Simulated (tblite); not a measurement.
Parent: `[N:1]#[C:2][C:3]1=[CH:4][SiH2:5][C@@H:6]1[F:7]`, C4H4FNSi.

The geometries are computed with GFN2-xTB (gas phase). One conformer each, not checked by frequencies here.

```tsv
coordinate of the parent	value
N1≡C2	1.148 Å
C2–C3	1.402 Å
C3=C4	1.347 Å
C4–Si5	1.895 Å
Si5–C6	1.953 Å
C6–F7	1.381 Å
C3–C6	1.517 Å
N1–C2–C3	179.1°
C2–C3–C4	130.0°
C2–C3–C6	125.2°
C4–C3–C6	104.8°
C3–C4–Si5	95.2°
C4–Si5–C6	72.4°
Si5–C6–F7	116.4°
C3–C6–Si5	87.6°
C3–C6–F7	113.2°
```

Q: How does the shared frame change in `[N:1]#[C:2][C:3]1=[CH:4][SiH2:5][C@@:6]1([F:7])[C:8]#[N:9]`, C5H3FN2Si? Atoms pair as N1 = N1, C2 = C2, C3 = C3, C4 = C4, Si5 = Si5, C6 = C6, F7 = F7 (parent first).

A: 
```json
{"parent": "N1≡C2", "relative": "N1≡C2", "value in the relative": "1.147 Å", "change": "-0.001"}
{"parent": "C2–C3", "relative": "C2–C3", "value in the relative": "1.403 Å", "change": "+0.001"}
{"parent": "C3=C4", "relative": "C3=C4", "value in the relative": "1.347 Å", "change": "0.000"}
{"parent": "C4–Si5", "relative": "C4–Si5", "value in the relative": "1.893 Å", "change": "-0.002"}
{"parent": "Si5–C6", "relative": "Si5–C6", "value in the relative": "1.982 Å", "change": "+0.029"}
{"parent": "C6–F7", "relative": "C6–F7", "value in the relative": "1.386 Å", "change": "+0.005"}
{"parent": "C3–C6", "relative": "C3–C6", "value in the relative": "1.524 Å", "change": "+0.007"}
{"parent": "N1–C2–C3", "relative": "N1–C2–C3", "value in the relative": "179.1°", "change": "0.0"}
{"parent": "C2–C3–C4", "relative": "C2–C3–C4", "value in the relative": "130.6°", "change": "+0.6"}
{"parent": "C2–C3–C6", "relative": "C2–C3–C6", "value in the relative": "124.3°", "change": "-0.9"}
{"parent": "C4–C3–C6", "relative": "C4–C3–C6", "value in the relative": "105.0°", "change": "+0.2"}
{"parent": "C3–C4–Si5", "relative": "C3–C4–Si5", "value in the relative": "95.9°", "change": "+0.7"}
{"parent": "C4–Si5–C6", "relative": "C4–Si5–C6", "value in the relative": "72.1°", "change": "-0.3"}
{"parent": "Si5–C6–F7", "relative": "Si5–C6–F7", "value in the relative": "115.0°", "change": "-1.4"}
{"parent": "C3–C6–Si5", "relative": "C3–C6–Si5", "value in the relative": "86.9°", "change": "-0.7"}
{"parent": "C3–C6–F7", "relative": "C3–C6–F7", "value in the relative": "113.0°", "change": "-0.2"}
```

Of the parent's bonds, Si5–C6 changes most (+0.029 Å). Bonds of the relative outside the shared frame: C6–C8 1.430, C8≡N9 1.145 Å. Point group C1 → C1.
